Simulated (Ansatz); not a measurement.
Relaxation of BBrH₄ (6 atoms, charge 0, multiplicity 1), to a largest force component of 0.03 eV/Å in at most 50 steps.

All numbers below come from Ansatz 0.2.0, RKS revPBE/def2-TZVP.

```xyz
6
Properties=species:S:1:pos:R:3
B -0.003 0.254 -0.010
H 0.003 0.416 1.178
H 1.040 0.247 -0.600
H -1.053 0.151 -0.577
Br 0.098 -2.778 1.123
H 0.050 -1.377 1.676
```

**Question.** Where does it end, and by what steps?

**Answer.** The run converged. The force dipped under the threshold on the way, but the program's further checks kept it going. After 33 steps the energy has fallen by 0.216 eV; Br5 moved furthest, 0.86 Å. Joined: B1–Br5 (3.24 → 2.41 Å).

| step | energy less start (eV) | largest force component (eV/Å) | accepted |
| --- | --- | --- | --- |
| 0 | 0.0000 | 1.152 | yes |
| 2 | -0.0509 | 0.258 | yes |
| 4 | -0.0795 | 0.661 | yes |
| 6 | -0.1743 | 0.193 | yes |
| 8 | -0.1605 | 0.701 | no |
| 10 | -0.1971 | 0.149 | yes |
| 12 | -0.1983 | 0.010 | yes |
| 14 | -0.1983 | 0.001 | yes |
| 16 | -0.1983 | 0.012 | yes |
| 18 | -0.1984 | 0.025 | yes |
| 20 | -0.1986 | 0.035 | yes |
| 22 | -0.1990 | 0.054 | yes |
| 24 | -0.1996 | 0.066 | yes |
| 26 | -0.2003 | 0.072 | yes |
| 28 | -0.2040 | 0.059 | yes |
| 30 | -0.2063 | 0.066 | yes |
| 32 | -0.2095 | 0.266 | yes |
| 33 | -0.2155 | 0.016 | yes |

```xyz
6
Properties=species:S:1:pos:R:3
B 0.026 0.145 0.005
H 0.195 0.768 1.022
H 0.928 0.100 -0.795
H -1.096 -0.062 -0.379
Br 0.482 -2.042 0.900
H -0.398 -1.995 2.036
```

Time of the run: 70 s on 2 threads of Intel(R) Xeon(R) Platinum 8259CL CPU @ 2.50GHz (Skylake/Cascade Lake), with other jobs on the host, peak memory 0.17 GiB.
